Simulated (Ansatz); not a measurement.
These are frozen-core CCSD(T)/cc-pVTZ // B3LYP-D3(BJ)/def2-TZVP in Ansatz (a first-principles code) values and carry that method's errors. The restricted HF reference is unstable towards unrestricted orbitals.

Ansatz 0.2 input:
```yaml
crystal:
  periodic: [false, false, false]
  atoms:
    - { symbol: C, position_ang: [0.111997, 1.475118, -0.178202] }
    - { symbol: C, position_ang: [0.079714, 0.142003, -0.120729] }
    - { symbol: C, position_ang: [-1.152283, -0.694822, -0.261358] }
    - { symbol: C, position_ang: [1.360885, -0.563383, 0.099] }
    - { symbol: O, position_ang: [1.471425, -1.764335, 0.171124] }
    - { symbol: H, position_ang: [-0.780218, 2.06747, -0.335984] }
    - { symbol: H, position_ang: [1.046356, 2.012987, -0.067096] }
    - { symbol: H, position_ang: [-2.035162, -0.076926, -0.41891] }
    - { symbol: H, position_ang: [-1.30005, -1.308213, 0.629555] }
    - { symbol: H, position_ang: [-1.048198, -1.388759, -1.097676] }
    - { symbol: H, position_ang: [2.245529, 0.098856, 0.197185] }
basis:
  gaussian: { orbitals: cc-pVTZ }
correlation:
  method: ccsd_t
```

Output:

```
Functional definition: HF
1343 factors; integrals over basis functions are off by at most 1.2e-3 eV
mean field evaluation 1: about -6251.2876 eV, gradient 4.1e1 eV
mean field evaluation 2: about -6251.5728 eV, gradient 4.1e1 eV
mean field evaluation 4: about -6255.4451 eV, gradient 5.6e0 eV
mean field evaluation 8: about -6255.5450 eV, gradient 4.6e-1 eV
mean field evaluation 16: about -6255.5467 eV, gradient 2.9e-6 eV
mean field -6255.54672093 eV, -229.8871018324 hartree, gradient 2.9e-6 eV, S^2 0.000000; 0 other end points of the search recorded, 0 dependent functions left out; unrestricted orbitals would lower it
5 core orbitals not correlated
reference -6255.54672093 eV, -229.8871018324 hartree; 14, 14 occupied and 215, 215 virtual orbitals, 1343 factors
second order -24.05497089 eV of doubles, -0.00000000 eV of singles
cycle   1  -24.10994082 eV  change   -5.5e-2 eV  update   1.2e-1
cycle   2  -24.73807206 eV  change   -6.3e-1 eV  update   3.8e-2
cycle   3  -24.90812183 eV  change   -1.7e-1 eV  update   2.0e-2
cycle   4  -24.89710989 eV  change    1.1e-2 eV  update   5.2e-3
cycle   5  -24.89614628 eV  change    9.6e-4 eV  update   2.5e-3
cycle   6  -24.89761882 eV  change   -1.5e-3 eV  update   7.9e-4
cycle   7  -24.89738928 eV  change    2.3e-4 eV  update   3.7e-4
cycle   8  -24.89731465 eV  change    7.5e-5 eV  update   1.1e-4
cycle   9  -24.89734426 eV  change   -3.0e-5 eV  update   4.5e-5
cycle  10  -24.89735070 eV  change   -6.4e-6 eV  update   1.5e-5
perturbative correction -1.13053771 eV, -0.0415464947 hartree
Total energy: -6281.57460935 eV, -230.8436090893 hartree
```

Cost: about 4 core-minutes (a rough figure).
